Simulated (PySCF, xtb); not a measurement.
ClH5OSi2, SMILES [Si@H](O)([SiH3])Cl.

GFN2-xTB (xtb) at its own geometry gives an orbital gap of 4.50 eV and a dipole moment of 1.72 D.

The structure is a stationary point at B3LYP-D3(BJ)/def2-SVP. The structure was generated by enumeration; whether it is a known compound was not checked. One conformer was computed; it need not be the lowest.

Question: What does PBE/def2-TZVP (PySCF) give? (An estimate is asked for; the answer gives what the named calculation found.)

Answer: gap 5.70 eV (levels -6.97 and -1.26 eV), dipole 1.35 D.
